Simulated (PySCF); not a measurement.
## Continuum solvent and chemical shifts

Geometry:
```csv
atom,x (Å),y (Å),z (Å)
C1,-2.601,-0.691,-0.010
N2,-2.167,0.504,-0.689
C3,-0.931,0.781,-0.704
C4,0.182,-0.007,-0.067
C5,1.558,0.624,-0.230
B6,2.725,-0.124,0.486
F7,3.962,0.335,0.460
F8,2.534,-1.248,1.155
H9,-3.698,-0.751,-0.012
H10,-2.259,-0.732,1.041
H11,-2.214,-1.602,-0.503
H12,-0.635,1.700,-1.241
H13,0.179,-1.030,-0.484
H14,-0.051,-0.150,1.004
H15,1.827,0.712,-1.299
H16,1.563,1.668,0.134
```

GIAO PBE0/pcSseg-1 in PySCF 2.14.0 with density-fitted response routines on one PBE0-D3(BJ)/def2-SVP conformer, non-relativistic, equivalent nuclei averaged. Solvents enter as an IEF-PCM continuum (cyclohexane with ε = 2.0, methanol with ε = 32.6) around the gas-phase geometry. Shifts are referred to TMS, BF3·OEt2, CFCl3 computed in the same medium.

Gas phase, δ in ppm: C3 175.3, C1 39.3, C4 23.9, C5 10.2, B6 30.3, F7/F8 -63.7, H12 7.60, H9/H10/H11 3.18, H13/H14 1.86, H15/H16 1.17. Dipole moment 0.63 D.

Question: How does each δ change in the continuum?

Answer: 
```json
{"atoms": "C3", "environment": "C=N carbon", "Δδ, cyclohexane": "+2.5", "Δδ, methanol": "+6.8"}
{"atoms": "C1", "environment": "methyl carbon bonded to N", "Δδ, cyclohexane": "+0.2", "Δδ, methanol": "+0.6"}
{"atoms": "C4", "environment": "sp3 CH2", "Δδ, cyclohexane": "+0.6", "Δδ, methanol": "+1.7"}
{"atoms": "C5", "environment": "sp3 CH2 bonded to B", "Δδ, cyclohexane": "+0.2", "Δδ, methanol": "+0.6"}
{"atoms": "B6", "environment": "boron bonded to C, 2 F", "Δδ, cyclohexane": "+0.4", "Δδ, methanol": "+0.9"}
{"atoms": "F7/F8", "environment": "fluorine bonded to B", "Δδ, cyclohexane": "-1.8", "Δδ, methanol": "-4.2"}
{"atoms": "H12", "environment": "hydrogen on a C=N carbon", "Δδ, cyclohexane": "+0.02", "Δδ, methanol": "+0.07"}
{"atoms": "H9/H10/H11", "environment": "hydrogen on a methyl carbon bonded to N", "Δδ, cyclohexane": "+0.02", "Δδ, methanol": "+0.04"}
{"atoms": "H13/H14", "environment": "hydrogen on an sp3 CH2", "Δδ, cyclohexane": "+0.08", "Δδ, methanol": "+0.21"}
{"atoms": "H15/H16", "environment": "hydrogen on an sp3 CH2 bonded to B", "Δδ, cyclohexane": "+0.09", "Δδ, methanol": "+0.23"}
```

Changes are relative to the gas phase. The dipole moment becomes 0.77 D in cyclohexane, 1.06 D in methanol.

Question: Which of the listed nuclei move most (in ppm), and what does the model miss? (N and O are left out, as their reference compounds move with the solvent too.)

Answer: C3 (C=N carbon, +6.8 ppm) in methanol. A continuum only polarises the solute; specific hydrogen bonds, the anisotropy of aromatic solvents and changes of geometry or conformer are outside it.
